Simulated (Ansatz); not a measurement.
In2PF3, relaxed as a singlet with RKS r2SCAN-D4/def2-SVP in Ansatz, starting from the GFN2-xTB geometry. Force threshold 0.02 eV/Å.

In the def2 sets In takes a core potential; there is no spin–orbit coupling. The structure comes from a short search, and lower isomers may exist.

Start:

```xyz
6

In    0.222    0.470   -1.423
In    0.102   -0.617    1.861
P     0.862    1.555    0.778
F    -0.554   -1.670    3.446
F    -0.529    1.774   -2.759
F    -0.103   -1.512   -1.903
```

```tsv
step	energy (eV)	largest force component (eV/Å)	SCF passes
1	-27779.3874	1.913	20
2	-27779.8480	0.753	27
3	-27779.9245	0.208	21
4	-27779.9800	0.153	21
5	-27780.0404	0.237	21
6	-27780.1302	0.309	21
7	-27780.2697	0.476	21
8	-27780.4738	0.688	28
9	-27780.6914	0.664	27
10	-27780.7934	0.699	28
11	-27780.8244	0.219	21
12	-27780.8275	0.276	21
13	-27780.8302	0.058	21
14	-27780.8304	0.003	22
```

Force components are those of the run's own axes.

End:

```xyz
6

In    0.136    0.975   -1.222
In    0.091   -0.527    1.476
P     0.860    1.700    0.961
F    -0.344   -2.139    2.462
F    -0.248    0.969   -3.123
F    -0.496   -0.979   -0.553
```

Bonds formed: In2–F6 (atoms count from 1). The end is the same structure that another start reached, the lowest one found.

No frequencies were taken in this run, so the end may be a saddle point.

Hardware: 4 threads of Arm Neoverse V2 on a shared host. Wall time 24 s.
